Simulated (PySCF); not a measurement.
AlClI2, SMILES [Cl][Al]([I])[I].

The structure is a stationary point at r2SCAN-D4/def2-SVP. The def2 effective core potentials stand for the cores of I; spin–orbit coupling is left out.

Level of theory: r2SCAN/def2-TZVP in PySCF.

Isolated molecule, no solvent.

```yaml
total_energy: -1298.44380 hartree
point_group: C2v
highest_occupied_level: -7.11 eV
lowest_empty_level: -2.23 eV
orbital_gap: 4.89 eV
dipole_moment: 0.59 D
quadrupole, principal values (traceless, Buckingham form, about the centre of nuclear charge): -4.66, 1.24, 3.42 D·Å
mean_static_polarisability: 100.8 bohr³ (14.94 Å³)
polarisability_principal_values: 72.0, 101.6, 128.9 bohr³
```
